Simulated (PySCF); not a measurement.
**Ne⁺: excitation energy**

Ne⁺ [He] 2s2 2p5 (2P) → Ne⁺ [He] 2s1 2p6 (2S), as a difference of total energies. All numbers are calculated (PySCF 2.14, the non-relativistic Hamiltonian (point nucleus), in aug-cc-pwCVQZ (9s8p6d4f2g, 109 functions)). Correlated levels: valence: 1s2 frozen; valence and next inner shell: nothing frozen. The calculations carry no spin-orbit coupling.

```csv
method,excitation energy (eV),error (eV)
UHF,29.560,+2.682
LDA,22.739,-4.139
PBE,23.530,-3.348
PBE0,25.040,-1.838
r2SCAN,25.598,-1.280
CAM-B3LYP,24.579,-2.299
TPSSh,24.913,-1.965
r2SCAN0,26.454,-0.424
MP2 (valence),27.449,+0.571
SCS-MP2 (valence),27.305,+0.427
MP2 (valence and next inner shell),27.350,+0.472
SCS-MP2 (valence and next inner shell),27.246,+0.368
```

Reference: 26.878 eV (measured; NIST levels, between the centres of gravity of the two terms).

Errors of the correlated levels include the incompleteness of this basis and the frozen core.
